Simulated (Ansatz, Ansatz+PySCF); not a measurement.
```xyz
3

C     0.0000    0.0000   -1.3695
N     0.0000    0.0000    0.0000
C     0.0000    0.0000    1.3695
```

Basis set: def2-SVP (spherical functions). Left uncorrelated: 3 orbitals. Correlation on ROHF uses semicanonical orbitals with singles. Charge 0, multiplicity 2.

Computed with Ansatz (development build ahead of 0.2.0); each method stands on the lowest determinant of its kind that the runs found.

The atomization energy at this shape (free ground-state atoms in the same class of orbitals less the molecule, no zero-point energy) of doublet C2N:

```csv
method,atomization energy
UHF-CCSD(T),11.27 eV
ROHF-MP2,11.59 eV
UHF-MP2,11.01 eV
ROHF-CCSD(T),11.30 eV
ROHF,6.25 eV
```

**Question.** What does UHF give?

**Answer.** 6.73 eV. Caution: the shape is not the minimum. Caution for UHF-CCSD(T), UHF-MP2, UHF: the unrestricted determinant is spin contaminated. Caution for ROHF-MP2, ROHF-CCSD(T), ROHF: an unrestricted determinant lies well below. Caution for ROHF-MP2: another reference gives a lower total.
